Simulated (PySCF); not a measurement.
B3LYP has the VWN-RPA correlation part, as in Gaussian. 

Z-matrix (Å, degrees):
```
C
F 1 1.3295
F 1 1.3295 2 111.22
H 1 1.0892 2 114.18 3 -131.00
```
Charge 0, spin multiplicity 2.

**Question.** Predict the total energy, highest occupied spin orbital and dipole moment from B3LYP-D3(BJ)/def2-TZVP run with PySCF 2.14.0.

**Answer.** 
```
Quantity                             Result
-----------------------------  ------------
total energy                   -238.4274 Ha
highest occupied spin orbital      -6.67 eV
dipole moment                        1.37 D
```
